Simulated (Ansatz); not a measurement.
One change: `B/C=C(/O)OC` becomes `B/C=C/O`.

Ansatz, PBE0-D4/def2-TZVP geometries, multiplicity 1. Each molecule was computed in one conformer, which needn't be the lowest.

```json
{"property": "LUMO energy (ωB97M-V/def2-TZVPP) / eV", "`B/C=C(/O)OC`": "0.94"}
{"property": "LUMO energy (B3LYP/def2-TZVPP) / eV", "`B/C=C(/O)OC`": "-1.23"}
{"property": "HOMO–LUMO gap (PBE/def2-TZVPP) / eV", "`B/C=C(/O)OC`": "3.83"}
{"property": "HOMO–LUMO gap (PBE0/def2-TZVPP) / eV", "`B/C=C(/O)OC`": "5.81"}
{"property": "size of the dipole moment (B3LYP/def2-TZVPP) / D", "`B/C=C(/O)OC`": "5.29"}
{"property": "HOMO energy (PBE0/def2-TZVPP) / eV", "`B/C=C(/O)OC`": "-6.82"}
```

(1) What does the change do to each property? (Best estimate.)

Answers

(1) The calculation gave: 
```json
{"property": "LUMO energy (ωB97M-V/def2-TZVPP) / eV", "`B/C=C/O`": "0.53", "shift": "-0.41"}
{"property": "LUMO energy (B3LYP/def2-TZVPP) / eV", "`B/C=C/O`": "-1.67", "shift": "-0.44"}
{"property": "HOMO–LUMO gap (PBE/def2-TZVPP) / eV", "`B/C=C/O`": "4.11", "shift": "0.28"}
{"property": "HOMO–LUMO gap (PBE0/def2-TZVPP) / eV", "`B/C=C/O`": "6.14", "shift": "0.33"}
{"property": "size of the dipole moment (B3LYP/def2-TZVPP) / D", "`B/C=C/O`": "2.20", "shift": "-3.09"}
{"property": "HOMO energy (PBE0/def2-TZVPP) / eV", "`B/C=C/O`": "-7.60", "shift": "-0.78"}
```

With PBE0 the HOMO falls by 0.78 eV and the LUMO falls by 0.45 eV, so the gap widens by about 0.33 eV. PBE moves the HOMO by -0.77 eV and ωB97M-V by -0.79 eV. Dipoles are sizes alone; their direction can turn.

B3LYP here is the variant with VWN-RPA as its local correlation; programs differ in this.
